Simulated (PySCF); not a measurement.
**Correlation energy of Pt³⁺ (platinum, charge +3)**

[Xe] 4f14 5d7, high-spin 4F determinant. Computed with PySCF 2.14 in x2c-TZVPPall with one added diffuse shell each of s, p, d, f type (12s8p8d4f1g, 113 functions), with the spin-free X2C one-electron Hamiltonian (Gaussian nucleus). Frozen: [Xe] 4f14; 7 electrons correlated.

| level | correlation energy (mhartree) |
| --- | --- |
| CCSD | -136.40 |
| (T) | -2.72 |
| CCSD(T) | -139.12 |

Diagnostics: T1 = 0.0019, D1 = 0.0035, largest double amplitude 0.029.

Spin-orbit coupling, absent here, splits the open shell strongly.

Cost of the coupled-cluster step: about 23 core-seconds, for 7 correlated electrons.

Iterations:

```
CC2 = 0
CCSD nocc = (np.int64(5), np.int64(2)), nmo = (79, 79)
frozen orbitals [[0, 1, 2, 3, 4, 5, 6, 7, 8, 9, 10, 11, 12, 13, 14, 15, 16, 17, 18, 19, 20, 21, 22, 23, 24, 25, 26, 27, 28, 29, 30, 31, 32, 33], [0, 1, 2, 3, 4, 5, 6, 7, 8, 9, 10, 11, 12, 13, 14, 15, 16, 17, 18, 19, 20, 21, 22, 23, 24, 25, 26, 27, 28, 29, 30, 31, 32, 33]]
max_cycle = 100
direct = 0
conv_tol = 1e-08
conv_tol_normt = 1e-06
diis_space = 8
diis_start_cycle = 0
Init t2, MP2 energy = -0.131083742892437
Init E_corr(UCCSD) = -0.131083742897225
cycle = 1  E_corr(UCCSD) = -0.135285245711403  dE = -0.00420150281  norm(t1,t2) = 0.0162877
cycle = 2  E_corr(UCCSD) = -0.135890034579454  dE = -0.000604788868  norm(t1,t2) = 0.00820823
cycle = 3  E_corr(UCCSD) = -0.136398083174253  dE = -0.000508048595  norm(t1,t2) = 0.00532344
cycle = 4  E_corr(UCCSD) = -0.136388700598046  dE = 9.38257621e-06  norm(t1,t2) = 0.00145542
cycle = 5  E_corr(UCCSD) = -0.136396680823157  dE = -7.98022511e-06  norm(t1,t2) = 0.000266762
cycle = 6  E_corr(UCCSD) = -0.136398295386219  dE = -1.61456306e-06  norm(t1,t2) = 5.56621e-05
cycle = 7  E_corr(UCCSD) = -0.136397856140331  dE = 4.39245888e-07  norm(t1,t2) = 1.12581e-05
cycle = 8  E_corr(UCCSD) = -0.136397891641464  dE = -3.55011326e-08  norm(t1,t2) = 2.02187e-06
cycle = 9  E_corr(UCCSD) = -0.136397898319607  dE = -6.67814354e-09  norm(t1,t2) = 4.81401e-07
UCCSD converged
E(UCCSD) = -18408.30275608925  E_corr = -0.1363978983196072
UCCSD(T) correction = -0.00272187635492105
```
